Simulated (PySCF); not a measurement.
RuH₅⁻: breathing scan

Level of theory: PBE0 in PySCF with Ru def2-TZVPD with ECP28, H def2-TZVPD; scalar-relativistic core potentials, no spin–orbit coupling; density-fitted integrals.

Rigid scan from the singlet minimum (Ru–H 1.566 Å (×2), Ru–H 1.611 Å, Ru–H 1.648 Å, Ru–H 1.730 Å; H–Ru–H 39.2°, H–Ru–H 72.7° (×2), H–Ru–H 94.7° (×2), H–Ru–H 97.9° (×2), H–Ru–H 98.5°, H–Ru–H 160.1°, H–Ru–H 160.6°). Coordinate: all bonds to the central atom scaled together. Energies in kJ/mol from the minimum.

```
scale of all bonds to the centre  E (kJ/mol)  dipole size (D, about the centre of mass)
                            0.88       188.5                                       2.29
                            0.92        75.3                                       2.35
                            0.96        17.0                                       2.44
                            1.00         0.0                                       2.54
                            1.04        13.9                                       2.65
                            1.08        50.6                                       2.78
                            1.14       134.8                                       2.98
                            1.22       278.8                                       3.28
                            1.35       539.3                                       3.81
```

At long bonds a restricted determinant can lie too high, and another spin state can fall below this curve.

Other isomers or separated fragments may lie lower.
